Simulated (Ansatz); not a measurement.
Geometry optimisation, RKS PBE-D4/6-31G* (Ansatz 0.2.0).

input.yaml

```yaml
crystal:
  periodic: [false, false, false]
  atoms:
    - { symbol: C, position_ang: [-0.2963, 1.8373, -0.9315] }
    - { symbol: C, position_ang: [-0.055, 0.9662, -0.2143] }
    - { symbol: B, position_ang: [0.2898, -0.1943, 0.7029] }
    - { symbol: "N", position_ang: [-0.1482, -1.5866, 0.4675] }
    - { symbol: H, position_ang: [-0.6004, 2.6768, -1.6018] }
    - { symbol: H, position_ang: [1.0281, 0.0198, 1.6414] }
    - { symbol: H, position_ang: [-1.15304, -1.69087, 0.51978] }
    - { symbol: H, position_ang: [0.28006, -2.17016, 1.25197] }
basis:
  gaussian: { orbitals: "6-31G*" }
hamiltonian:
  xc: pbe
  dispersion: d4
relax:
  f_tol: 0.015
  max_steps: 40
```

Run as:

```bash
$ ansatz run input.yaml --threads 1 --pin off --max-ram 2048MiB --backend cpu --events-out ev --progress --plain --runs-dir out
```

**Question.** Where does it end, and by what steps?

**Answer.** The run converged. After 6 steps the energy has fallen by 0.938 eV; H7 moved furthest, 0.44 Å.

```
step  energy less start (eV)  largest force component (eV/Å)  accepted
   0                  0.0000                           7.807       yes
   1                 -0.6105                           1.603       yes
   2                 -0.7582                           1.816       yes
   3                 -0.9290                           0.512       yes
   4                 -0.9378                           0.121       yes
   5                 -0.9383                           0.037       yes
   6                 -0.9384                           0.005       yes
```

```xyz
8
Properties=species:S:1:pos:R:3
C -0.395 1.830 -0.932
C -0.054 0.923 -0.180
B 0.392 -0.188 0.769
N -0.235 -1.443 0.743
H -0.689 2.628 -1.589
H 1.288 -0.014 1.558
H -0.998 -1.672 0.108
H 0.035 -2.206 1.359
```

Whether the end is a true minimum wasn't checked by a vibrational analysis.

The run took 13 s on 1 CPU thread of a shared host.
